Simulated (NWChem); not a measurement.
Species: CaHSCl; SMILES [SH][Ca][Cl]

```xyz
4

Ca     0.5040     0.0167     0.0243
Cl    -0.3049    -2.2939    -0.0084
S      0.4040     2.5921    -0.0338
H     -0.9457     2.6776    -0.0136
```
Atoms are numbered in this order, from 1.

All runs: NWChem. The geometry was optimised at PBE0/def2-SVP. Static field.

```json
[
 {"level": "PBE/def2-SVPD", "isotropic polarisability (bohr³)": "72.9", "anisotropy (bohr³)": "37.4"},
 {"level": "B3LYP/def2-SVPD", "isotropic polarisability (bohr³)": "69.4", "anisotropy (bohr³)": "31.8"},
 {"level": "Hartree-Fock/def2-SVPD", "isotropic polarisability (bohr³)": "59.7", "anisotropy (bohr³)": "17.4"},
 {"level": "LC-BLYP (range parameter 0.33 per bohr)/def2-SVPD", "isotropic polarisability (bohr³)": "67.2", "anisotropy (bohr³)": "27.5"}
]
```
